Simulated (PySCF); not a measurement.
CH5BrGe, SMILES [GeH3][CH2]Br, singlet (PBE0/def2-SVP optimised geometry):

```
8

Ge     1.082    -0.174     0.000
C     -0.883    -0.174     0.000
Br    -1.585     1.636     0.000
H      1.585     0.547     1.259
H      1.585     0.543    -1.262
H      1.573    -1.636     0.002
H     -1.283    -0.674    -0.892
H     -1.283    -0.674     0.892
```

Method: PBE0/def2-TZVP (PySCF 2.14.0).

Problem. What are the frontier orbital energies and the dipole moment?

Solution. HOMO-2 -9.63 eV, HOMO-1 -8.04 eV, HOMO -7.71 eV, LUMO -0.32 eV, LUMO+1 0.89 eV; dipole moment 1.68 D.

On the same geometry PBE/def2-TZVP run with PySCF gives HOMO-2 -8.33 eV, HOMO-1 -6.74 eV, HOMO -6.47 eV, LUMO -1.30 eV, LUMO+1 0.04 eV; dipole moment 1.58 D.

Meta-Löwdin charges at PBE0/def2-TZVP: Ge1 0.37, C2 -0.41, Br3 -0.09, H4 -0.05, H5 -0.05, H6 -0.06, H7 0.15, H8 0.14.
